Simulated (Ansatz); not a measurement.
The lowest singlet and triplet of S2 (SMILES S=S); geometries from B3LYP-D3(BJ)/def2-TZVP, each state relaxed from the structure named, with no frequency check, low spin by broken symmetry.
Singlet (charge 0, multiplicity 1):
| atom | x (Å) | y (Å) | z (Å) |
|---|---|---|---|
| S | 0.0000 | 0.0000 | -0.9522 |
| S | 0.0000 | 0.0000 | 0.9522 |
Triplet (charge 0, multiplicity 3):
| atom | x (Å) | y (Å) | z (Å) |
|---|---|---|---|
| S | 0.0000 | 0.0000 | -0.9518 |
| S | 0.0000 | 0.0000 | 0.9518 |

A positive gap puts the triplet lower; no zero-point energy. R- takes a restricted singlet, here one determinant of a half-filled degenerate or near-degenerate pair, which mixes singlet states. The triplet is unrestricted in single-reference levels. Active spaces average the two states.

Cores are frozen in the correlated methods.

Codes used: Ansatz (Gaussian orbitals). Each number belongs to the level named beside it.

R-PBE/def2-TZVPP gives 95.2 kJ/mol for the gap E(singlet) − E(triplet), adiabatic.

Task: Predict the shift from PBE, with its sign, for: R-r2SCAN/def2-TZVPP, R-PBE0/def2-TZVPP, R-wB97M-V/def2-TZVPP, R-B2PLYP/def2-TZVPP, R-MP2/cc-pV(Q+d)Z, R-CCSD(T)/cc-pV(Q+d)Z, SC-NEVPT2 on SA-CASSCF(12,8)/cc-pV(Q+d)Z, FIC-MRCISD+Q on SA-CASSCF(12,8)/cc-pV(Q+d)Z.

Result: R-r2SCAN/def2-TZVPP 21.0; R-PBE0/def2-TZVPP 8.6; R-wB97M-V/def2-TZVPP -15.6; R-B2PLYP/def2-TZVPP -4.7; R-MP2/cc-pV(Q+d)Z -19.7; R-CCSD(T)/cc-pV(Q+d)Z -22.9; SC-NEVPT2 on SA-CASSCF(12,8)/cc-pV(Q+d)Z -40.8; FIC-MRCISD+Q on SA-CASSCF(12,8)/cc-pV(Q+d)Z -42.4 kJ/mol. 2 of 8 lie above PBE; the widest gap is to FIC-MRCISD+Q on SA-CASSCF(12,8)/cc-pV(Q+d)Z.

Doubts at one or more of the structures used: a restricted determinant that unrestricted orbitals would lower (R-PBE/def2-TZVPP, R-r2SCAN/def2-TZVPP, R-PBE0/def2-TZVPP, R-wB97M-V/def2-TZVPP, R-B2PLYP/def2-TZVPP, R-MP2/cc-pV(Q+d)Z, R-CCSD(T)/cc-pV(Q+d)Z).

Ansatz is an electronic-structure program.
